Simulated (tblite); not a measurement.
Compound: C₆H₁₁F₂NSi.
Atom-mapped SMILES: `[CH2:1]=[N:2][SiH2:3][C@H:4]1[CH2:5][C@H:6]([CH:7]([F:8])[F:9])[CH2:10]1` (hydrogens: H11, H12 on C1; H13, H14 on Si3; H15 on C4; H16, H17 on C5; H18 on C6; H19 on C7; H20, H21 on C10)

Computed with GFN2-xTB (tblite), gas phase: L-BFGS steps from a force-field or distance-geometry start until the largest atomic force falls under 0.01 eV/Å.

Step 112: E = -885.6980 eV
```
atom  x, y, z in Å  |  force x, y, z in eV/Å
C1      3.8998    0.6372   -0.0967    0.060  -0.023  -0.027
N2      2.7488    0.2570   -0.3843    0.007   0.017  -0.012
Si3     1.6993   -1.0116    0.1081    0.044   0.012   0.006
C4      0.2047   -0.0794    0.8089    0.005   0.015  -0.008
C5     -0.4505    0.8863   -0.1956   -0.012   0.015   0.005
C6     -1.6145   -0.1005   -0.3599   -0.002   0.003  -0.006
C7     -3.0014    0.4993   -0.2235   -0.004  -0.013  -0.007
F8     -3.9583   -0.4632   -0.2931   -0.014   0.003   0.019
F9     -3.1696    1.1083    0.9767   -0.011  -0.020   0.013
C10    -1.0904   -0.9085    0.8383    0.005   0.015  -0.011
H11     4.3194    1.5048   -0.6026   -0.027   0.006   0.027
H12     4.5538    0.1506    0.6317    0.004   0.001   0.012
H13     2.1429   -2.0042    1.0971    0.002  -0.002  -0.018
H14     1.3910   -1.6311   -1.1791   -0.020  -0.049  -0.005
H15     0.4463    0.3864    1.7647   -0.023   0.003   0.005
H16    -0.7645    1.8257    0.2568   -0.007   0.015   0.005
H17     0.1165    1.0997   -1.0991   -0.005  -0.001   0.019
H18    -1.5835   -0.6575   -1.2973   -0.009   0.004  -0.007
H19    -3.2304    1.2479   -1.0000    0.026  -0.013  -0.019
H20    -1.6858   -0.7520    1.7368    0.009  -0.009  -0.007
H21    -0.9825   -1.9780    0.6664   -0.028   0.021   0.014
```

Step 113: E = -885.6984 eV
```
atom  x, y, z in Å  |  force x, y, z in eV/Å
C1      3.9072    0.6291   -0.0963    0.037  -0.009  -0.023
N2      2.7526    0.2602   -0.3853    0.021   0.002  -0.005
Si3     1.6970   -1.0056    0.1026    0.041   0.009   0.015
C4      0.2056   -0.0726    0.8096   -0.009   0.002   0.005
C5     -0.4547    0.8909   -0.1934   -0.015   0.012   0.005
C6     -1.6137   -0.1013   -0.3585   -0.008  -0.013   0.004
C7     -3.0033    0.4929   -0.2262   -0.006  -0.010  -0.002
F8     -3.9574   -0.4725   -0.2968   -0.006   0.004   0.022
F9     -3.1759    1.1031    0.9733   -0.013  -0.026  -0.003
C10    -1.0884   -0.9047    0.8426    0.010   0.008   0.002
H11     4.3325    1.4957   -0.5988   -0.019   0.005   0.027
H12     4.5563    0.1365    0.6329    0.002  -0.003   0.002
H13     2.1377   -2.0036    1.0893   -0.004   0.009  -0.036
H14     1.3823   -1.6171   -1.1876   -0.013  -0.047   0.008
H15     0.4489    0.3937    1.7649   -0.019   0.001  -0.001
H16    -0.7747    1.8274    0.2601   -0.004   0.023   0.012
H17     0.1115    1.1089   -1.0959   -0.001   0.001   0.006
H18    -1.5778   -0.6608   -1.2943   -0.009   0.006  -0.007
H19    -3.2326    1.2390   -1.0048    0.023  -0.007  -0.015
H20    -1.6843   -0.7467    1.7414    0.022  -0.004  -0.028
H21    -0.9779   -1.9752    0.6756   -0.031   0.038   0.010
```

Task: Estimate the geometry and energy of step 114. (The exact step hangs on the optimiser's Hessian estimate; all steps are aligned on step 113, rigid shifts and turns removed.)

Result: E = -885.6990 eV, largest force 0.048 eV/Å
```
atom  x, y, z in Å  |  force x, y, z in eV/Å
C1      3.9171    0.6197   -0.0981    0.028   0.017   0.002
N2      2.7584    0.2633   -0.3855    0.005  -0.024  -0.009
Si3     1.6973   -0.9991    0.1003    0.020   0.014   0.017
C4      0.2057   -0.0664    0.8093   -0.020  -0.007   0.014
C5     -0.4598    0.8958   -0.1912   -0.013   0.011   0.001
C6     -1.6143   -0.1011   -0.3580   -0.012  -0.025   0.014
C7     -3.0067    0.4871   -0.2280   -0.005  -0.005   0.003
F8     -3.9583   -0.4806   -0.3001    0.002   0.001   0.017
F9     -3.1835    1.0957    0.9719   -0.012  -0.021  -0.014
C10    -1.0869   -0.9013    0.8441    0.014  -0.005   0.018
H11     4.3466    1.4853   -0.5980    0.001   0.011   0.018
H12     4.5615    0.1230    0.6323    0.005  -0.010  -0.009
H13     2.1344   -1.9989    1.0868   -0.003   0.009  -0.040
H14     1.3794   -1.6081   -1.1909   -0.008  -0.044   0.014
H15     0.4487    0.3997    1.7649   -0.013  -0.001  -0.006
H16    -0.7855    1.8290    0.2646    0.000   0.030   0.017
H17     0.1049    1.1193   -1.0929    0.004   0.004  -0.004
H18    -1.5743   -0.6609   -1.2933   -0.009   0.004  -0.009
H19    -3.2358    1.2322   -1.0077    0.016  -0.003  -0.006
H20    -1.6827   -0.7442    1.7435    0.028   0.006  -0.039
H21    -0.9750   -1.9723    0.6803   -0.027   0.038   0.001
```

The energy changes by -0.0006 eV. The first-order estimate −F·Δx gives -0.0008 eV and the mean of the old and new forces, exact on a quadratic surface, -0.0006 eV. The step makes an angle of 82° with the force vector and moves no atom by more than 0.018 Å.

The cost below is that of the whole relaxation. On Arm Neoverse V1, one thread, on a shared host, this took 1.3 s.
